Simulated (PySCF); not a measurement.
C₃H₄FNSSi, SMILES Fc1scnc1[SiH3].

Geometry optimised at ωB97X-D3(BJ)/def2-SVP. This is a generated structure with no PubChem entry under its InChIKey; it may be hypothetical.

These are PySCF with SMD-B3LYP/def2-SVP values and carry that method's errors.

Solvation free energies are E(SMD) − E(gas) at the gas-phase geometry, for 1 M in both phases. In vacuum the dipole moment is 1.43 D.

Computed solvation free energies in water, diethylether, 2-propanol:
| solvent | ΔG(solv) (kcal/mol) | its non-electrostatic (CDS) part | dipole (D) |
|---|---|---|---|
| water | 0.7 | 3.9 | 1.95 |
| diethylether | -2.2 | -0.1 | 1.76 |
| 2-propanol | -2.1 | 0.9 | 1.91 |
